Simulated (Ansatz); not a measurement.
Reaction R1 + R2 → P1 + P2, each structure at its B3LYP-D3(BJ)/def2-TZVP stationary point, reached from a drawn start (curvature not checked).
P1: CH4 (SMILES C), charge 0, multiplicity 1.
R1: H2 (SMILES [H][H]), charge 0, multiplicity 1.
P2: SiH4 (SMILES [SiH4]), charge 0, multiplicity 1.
R2: CH6Si (SMILES C[SiH3]), charge 0, multiplicity 1.

P less R. No zero-point or thermal terms.

Correlated levels freeze the cores. CBS: X⁻³ extrapolation of the correlation energy, Hartree–Fock from the larger set.

The values were computed with Ansatz (Gaussian orbitals). All values are computed, each at the level named.

Q: Estimate the reaction energy that PBE/def2-TZVPP returns for this input.

A: -30 kJ/mol

Q: What is the computed reaction energy (CCSD(T)/CBS(cc-pV(T+d)Z, cc-pV(Q+d)Z))?

A: -27 kJ/mol

Q: What is the computed reaction energy (MP2/cc-pV(D+d)Z)?

A: -35 kJ/mol

Ansatz is a program for electronic structure.
